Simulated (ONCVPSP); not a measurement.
An all-electron radial function and its pseudo partner (carbon (C))

Columns: radius, all-electron u(r) and pseudo u(r) of the 2p shell (level -5.42 eV) of carbon in the configuration [He] 2s2 2p2; LDA (Perdew-Wang 92), scalar-relativistic, ONCV scheme, ONCVPSP 4.0.1.

```tsv
r (bohr)	all-electron	pseudo
0.125	0.0696	0.0228
0.250	0.2017	0.0878
0.375	0.3375	0.1863
0.500	0.4553	0.3050
0.625	0.5488	0.4293
0.750	0.6178	0.5451
0.875	0.6647	0.6412
1.000	0.6927	0.7108
1.125	0.7053	0.7516
1.250	0.7057	0.7655
1.375	0.6967	0.7572
1.500	0.6808	0.7331
1.625	0.6599	0.6996
1.750	0.6354	0.6619
1.875	0.6086	0.6240
2.000	0.5805	0.5880
2.125	0.5516	0.5545
2.250	0.5226	0.5233
2.375	0.4938	0.4939
2.500	0.4656	0.4656
2.625	0.4381	0.4381
2.750	0.4116	0.4116
2.875	0.3861	0.3861
3.000	0.3617	0.3617
3.125	0.3384	0.3384
3.250	0.3163	0.3163
```

**Question.** How many radial nodes do the two functions have?

**Answer.** The all-electron 2p function has n − l − 1 = 0; the pseudo-wave has 0.

**Question.** At about which radius was the pseudo-wave matched?

**Answer.** 2.50 bohr, where the columns begin to agree (steps of 0.12 bohr).

**Question.** Is the pseudo-wave norm-conserving?

**Answer.** Yes: the ONCV scheme keeps the norm inside the radius equal to the all-electron one, which fixes the energy derivative of the logarithmic derivative at the level.
